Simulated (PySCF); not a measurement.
Compound: C4H12FNSi2.
Cartesian coordinates in Å at the PBE0-D3(BJ)/def2-SVP level; atoms count from 1:
```
atom  x, y, z in Å
C1     3.3395   -0.2073    0.2491
N2     2.1340   -0.1204   -0.5391
Si3    0.6374   -0.8702   -0.0853
C4    -0.6230   -0.7299   -1.5026
C5    -2.0429   -0.5640   -0.9460
C6    -2.1114    0.5445    0.0962
F7    -1.7295    1.7420   -0.5129
Si8   -0.8105    0.1567    1.4723
H9     3.4120   -1.2056    0.7100
H10    4.2372   -0.0830   -0.3798
H11    3.4013    0.5339    1.0705
H12    2.0574    0.7424   -1.0683
H13    0.9479   -2.2860    0.2936
H14   -0.5548   -1.5826   -2.1955
H15   -0.3606    0.1727   -2.0805
H16   -2.7601   -0.3518   -1.7580
H17   -2.3848   -1.4996   -0.4667
H18   -3.1428    0.6715    0.4666
H19   -0.3797    1.4119    2.1580
H20   -1.4227   -0.7677    2.4824
```

Jobs on this species (20 atoms, 80 electrons) with PySCF (density fitting). Hardware of each: an Arm Neoverse V1 with one thread, on a shared host. The host was shared with other jobs, so the times are rough.

```csv
level and settings,work,basis functions,SCF cycles,wall time
PBE0/def2-SVPD,"10 singlets by full TDDFT, 4 Tamm–Dancoff triplets, polarisability, ΔSCF ions",267,?,?
PBE0/pcSseg-1,"shieldings, charges and field gradients",210,?,?
B97-2/pcSseg-1,shieldings,210,14,34 s
"PBE0-D3(BJ)/def2-SVP, grid level 1",geometry optimisation from a GFN2-xTB start,180,40,1.7 min
```

Fill in the missing figures.

- PBE0/def2-SVPD; 10 singlets by full TDDFT, 4 Tamm–Dancoff triplets, polarisability, ΔSCF ions: 2.3 min, 13 SCF cycles
- PBE0/pcSseg-1; shieldings, charges and field gradients: 35 s, 13 SCF cycles

What do all jobs in the table cost together?

About 5.2 min; the longest takes about 45 % of that, and about 4.1 times as long as the shortest.
